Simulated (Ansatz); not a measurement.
Frontier orbitals of Cl₃H₃O₄SiSn (`O[Si](O)(O)[O][Sn]([Cl])([Cl])[Cl]`).

```xyz
12

O     0.027    2.317    0.098
Si   -0.651    0.841    0.115
O    -0.316    0.154    1.559
O    -2.231    1.048   -0.217
O    -0.015   -0.216   -0.955
Sn    1.264   -1.603   -0.550
Cl    0.242   -3.323    0.562
Cl    3.054   -0.800    0.626
Cl    1.988   -2.371   -2.582
H    -0.347    2.964   -0.501
H    -0.283    0.710    2.338
H    -2.732    0.279   -0.492
```

Charge 0, multiplicity 1. Correlated methods include outer-core shells of Sn, which these sets cover unevenly. Sn: def2 effective core potential. All single points use the PBE0-D4/def2-TZVP geometry. It is one conformer, not always the lowest. Basis def2-TZVPP, Ansatz 0.2.0.

```json
{"functional": "LDA (SPW92)", "HOMO (eV)": "-7.85", "LUMO (eV)": "-3.90", "gap (eV)": "3.95"}
{"functional": "PBE", "HOMO (eV)": "-7.63", "LUMO (eV)": "-3.57", "gap (eV)": "4.06"}
{"functional": "BLYP", "HOMO (eV)": "-7.53", "LUMO (eV)": "-3.50", "gap (eV)": "4.03"}
{"functional": "r2SCAN", "HOMO (eV)": "-8.06", "LUMO (eV)": "-3.40", "gap (eV)": "4.66"}
{"functional": "PBE0", "HOMO (eV)": "-9.37", "LUMO (eV)": "-2.66", "gap (eV)": "6.71"}
{"functional": "r2SCANh", "HOMO (eV)": "-8.70", "LUMO (eV)": "-3.07", "gap (eV)": "5.63"}
{"functional": "BHLYP", "HOMO (eV)": "-10.75", "LUMO (eV)": "-1.66", "gap (eV)": "9.09"}
{"functional": "CAM-B3LYP", "HOMO (eV)": "-10.82", "LUMO (eV)": "-1.65", "gap (eV)": "9.17"}
{"functional": "ωB97M-V", "HOMO (eV)": "-11.72", "LUMO (eV)": "-0.60", "gap (eV)": "11.12"}
```

(1) What is the vertical ionisation energy at frozen-core CCSD(T)/def2-TZVPP? (Estimate.)

Results:

(1) Computed: 11.82 eV (T1 of the cation 0.023).

Against PBE, PBE0 changes HOMO and LUMO by −1.74 and +0.90 eV, ωB97M-V by −4.09 and +2.97 eV. A gap of 4.07 eV thus becomes 11.13 eV for the same molecule, so an orbital gap means little without its functional. −ε(HOMO) differs from that ionisation energy by −4.19 eV with PBE and −0.09 eV with ωB97M-V.
